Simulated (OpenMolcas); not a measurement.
## Rh3+ in a point-charge field

Rh3+ among 2 point charges of -1.3 e arranged as a linear pair (D∞h), 2.16 Å from the ion.
```
   0.0000    0.0000    2.1600  -1.30
   0.0000    0.0000   -2.1600  -1.30
```

```json
{"Program": "OpenMolcas", "Method": "CASSCF", "Basis": "ANO-RCC-VDZP [6s5p3d1f]", "Scalar Hamiltonian": "DKH2, point nucleus", "Active space": "6 electrons in 5 orbitals (4d)", "State averaging": "2S+1 = 5 even, 5 roots; 2S+1 = 3 even, 45 roots; 2S+1 = 1 even, 50 roots", "Spin-orbit coupling": "RASSI with atomic mean-field integrals over the reference wave functions"}
```

The lowest spin-free states (labels by Λ), above the lowest:

```
State  Degeneracy  E (cm-1)  Free-ion L (%)
   5Δ           2       0.0         D (100)
   5Π           2      6627         D (100)
   5Σ           1     10388         D (100)
   3Φ           2     19170          H (44)
   3Σ           1     19677          H (84)
   3Π           2     20125          H (86)
   3Δ           2     20404          H (74)
   3Γ           2     21349          H (62)
   3Σ           1     23023          P (77)
   3Π           2     23289          P (34)
   3Δ           2     25108          F (71)
   3H           2     25628         H (100)
   3Φ           2     26111          F (66)
   3Σ           1     26540          G (71)
   3Σ           1     27117          F (70)
   3Π           2     27602          P (65)
   3Π           2     28128          G (48)
   1Σ           1     28232          I (77)
   3Δ           2     28336          G (73)
   1Π           2     28609          I (81)
```

The lowest levels with spin-orbit coupling:

| E (cm-1) | Degeneracy | 2S+1 | g |
| --- | --- | --- | --- |
| 0.0 | 2 | 5 | 0.00 0.00 11.98 |
| 707.5 | 2 | 5 | 0.00 0.00 8.02 |
| 1398 | 2 | 5 | 0.00 0.00 4.05 |
| 2077 | 2 | 5 | 0.00 0.00 0.06 |
| 2733 | 1 | 5 |  |
| 2766 | 1 | 5 |  |
| 7495 | 2 | 5 | 0.00 0.00 9.95 |
| 7644 | 2 | 5 | 0.00 0.00 6.04 |
| 7765 | 2 | 5 | 0.00 0.00 2.62 |
| 7813 | 1 | 5 |  |
| 8615 | 1 | 5 |  |
| 8694 | 2 | 5 | 0.00 0.00 5.33 |
| 12042 | 2 | 5 | 0.00 0.00 7.88 |
| 12286 | 2 | 5 | 0.00 0.00 3.96 |
| 12348 | 1 | 5 |  |
| 18773 | 2 | 3 | 0.00 0.00 9.86 |
| 20378 | 1 | 3 |  |
| 20545 | 2 | 3 | 0.00 0.00 6.16 |
| 20623 | 2 | 3 | 0.00 0.00 7.81 |
| 20643 | 2 | 3 | 0.00 0.00 3.15 |

Powder χT (cm3 K/mol): 4.49 at 2 K, 4.51 at 10 K, 4.6 at 50 K, 4.71 at 100 K, 4.91 at 200 K, 5.05 at 300 K. The effective moment at 300 K is 2.828 √(χT) = 6.36 μB.

The lowest level has 2S+1 = 5, for which the spin-only value is χT = S(S+1) / 2 = 3.000 cm3 K/mol (g = 2). The computed 5.051 at 300 K differs by +2.051, through orbital momentum, spin-orbit coupling and any other state in reach.

Without dynamic correlation the repulsion within the d shell is too large (B by tens of per cent), so at a given field states of lower spin stand too high. Point charges give a weaker field than real ligands, and real ions of this kind are as a rule low spin; the high spin found here belongs to the model. Point charges carry no covalency, so the field is a model and not that of real ligands. No measured value stands beside these numbers.

With an even number of electrons the g values are those of a degenerate or nearly degenerate non-Kramers pair.
